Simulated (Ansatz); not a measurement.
Relaxation of Ge₂Sb with UKS PBE0-D4/def2-TZVP.

```sh
$ ansatz run in.yaml --threads 4 --pin off --events-out ev --progress --plain --max-ram 3916MiB
```

```yaml
crystal:
  periodic: [false, false, false]
  atoms:
    - {symbol: Sb, position_ang: [0.442956, 0.078159, 1.391728]}
    - {symbol: Ge, position_ang: [0.853709, -0.684113, -0.999570]}
    - {symbol: Ge, position_ang: [-1.296665, 0.605953, -0.392157]}
basis:
  gaussian: {orbitals: def2-TZVP}
magnetization: {spin_polarized: true, initial_magnetization: 3}
hamiltonian: {xc: pbe0, dispersion: d4}
scf: {lower_state_search: "off"}
output: {orbitals: {seedname: orbitals}}
relax: {f_tol: 0.02, max_steps: 100}
```

It took 24 s on 4 threads of Arm Neoverse V1 on a shared host, peak host memory 0.55 GiB.

Positions (Å) and forces (eV/Å) at steps 1, 2, 3, 4, 5 of 5:

```xyz
3
step=1 energy=-119558.7881 eV
Sb    0.443    0.078    1.392    0.939   -0.120    1.692
Ge    0.854   -0.684   -1.000   -0.778    0.333   -0.370
Ge   -1.297    0.606   -0.392   -0.161   -0.214   -1.322
3
step=2 energy=-119559.2137 eV
Sb    0.542    0.063    1.559   -0.145    0.075   -0.011
Ge    0.736   -0.625   -1.019   -0.606    0.325    0.002
Ge   -1.278    0.562   -0.540    0.751   -0.401    0.009
3
step=3 energy=-119558.9781 eV rejected
Sb    0.543    0.074    1.612   -0.157    0.059   -0.113
Ge    0.610   -0.562   -1.035    2.830   -1.703   -0.822
Ge   -1.153    0.487   -0.577   -2.673    1.644    0.935
3
step=4 energy=-119559.2633 eV
Sb    0.513    0.079    1.562    0.007    0.037    0.179
Ge    0.703   -0.614   -1.045   -0.009   -0.029   -0.151
Ge   -1.216    0.534   -0.517    0.002   -0.008   -0.028
3
step=5 energy=-119559.2663 eV
Sb    0.509    0.085    1.578   -0.007    0.003   -0.002
Ge    0.701   -0.617   -1.063    0.002   -0.002   -0.006
Ge   -1.209    0.531   -0.515    0.005   -0.001    0.009
```

In the def2 sets Sb takes a core potential; there is no spin–orbit coupling. At PBE0-D4/def2-TZVP a doublet of charge 0 lies 1.23 eV below the quartet, each at its own geometry. The structure comes from a short search, and lower isomers may exist.
